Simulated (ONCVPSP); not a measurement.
## What one change does to a pseudopotential (Be, ONCV)

- Element: beryllium (Be)
- Generator: ONCVPSP 4.0.1
- Type: optimised norm-conserving Vanderbilt (ONCV)
- Functional: PBE
- Relativity: scalar-relativistic
- Frozen core: none
- Valence charge: 4
- Reference configuration: 1s2 2s0.5 (charge +1.5)
- Partial waves: 1s+2s: rc 0.75 bohr, ncon 4, nbas 7, qcut 17.5 1/bohr, 2 projectors; p scattering state at 0.04 Ha: rc 0.60 bohr, ncon 4, nbas 8, qcut 13.1 1/bohr, 2 projectors, debl 2.3 Ha
- Local potential: polynomial inside 0.60 bohr (lpopt 5, dvloc0 0 Ha)
- Core correction: none

All-electron outer shells of the reference configuration (PBE, scalar-relativistic, ld1.x):

```json
{"shell": "1s", "level (eV)": "-124.71", "outermost node (bohr)": "–", "outermost maximum (bohr)": "0.27"}
{"shell": "2s", "level (eV)": "-18.02", "outermost node (bohr)": "0.58", "outermost maximum (bohr)": "1.80"}
```

Change: s: rc 0.84.

Cutoffs: the cutoffs (Ha) at which the residual kinetic energy of the hardest occupied pseudo-wave falls to 1 and 0.1 mHa per electron; they do not see the model core or the augmentation charge, which bear on the density cutoff. Errors are all-electron minus pseudo energies relative to the spin-unpolarised reference configuration.

Question: What does the change do?

Answer: The potential gets softer (103 Ha and 122 Ha → 93 Ha and 111 Ha); the errors of the 4 common tests hardly move; neither file shows a bound ghost. A larger radius leaves more room for a smooth pseudo-wave, so fewer plane waves are needed.

| quantity | base | changed |
| --- | --- | --- |
| cutoff, loose | 103 Ha | 93 Ha |
| cutoff, tight | 122 Ha | 111 Ha |
| bound ghosts | none | none |
| GHOST(+) flags under 300 eV | none | none |
| error for 1s2 2s2, meV [ΔE -17.48 eV] | +1.0 | +1.2 |
| error for 1s2 2s1, meV [ΔE -7.93 eV] | +0.2 | +0.2 |
| error for 1s2 2s0, meV [ΔE 10.02 eV] | +0.5 | +0.5 |
| error for 1s2 2s0 2p2, meV [ΔE -10.23 eV] | 0.0 | -0.2 |
| p: phases at 0.61 bohr within 0.05 rad from the reference energy up to (Ha; the scan ends near 5) | to the end of the scan | to the end of the scan |
